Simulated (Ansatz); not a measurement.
Cl3Sb, SMILES `[Cl][Sb]([Cl])[Cl]`. Total charge 0; spin multiplicity 1. Correlated methods include outer-core shells of Sb, which these sets cover unevenly. Sb takes the def2 core potential.

Cartesian coordinates in Å:
```
Cl -0.070 -1.651 -1.209
Sb 0.459 0.517 -0.525
Cl -1.683 1.158 0.147
Cl 1.295 -0.023 1.587
```

(1) Give the diagnostics of a CCSD(T)/def2-TZVPP run (frozen core, Ansatz 0.2.0). (An estimate is asked.)

Results:

(1) Computed: T1 = 0.0124, largest single amplitude 0.032, largest double 0.041, (T) share of the correlation energy 4.0 %, 9 CCSD cycles. The RHF solution is stable towards an unrestricted one. T1 lies under the customary mark of 0.02 for closed shells.
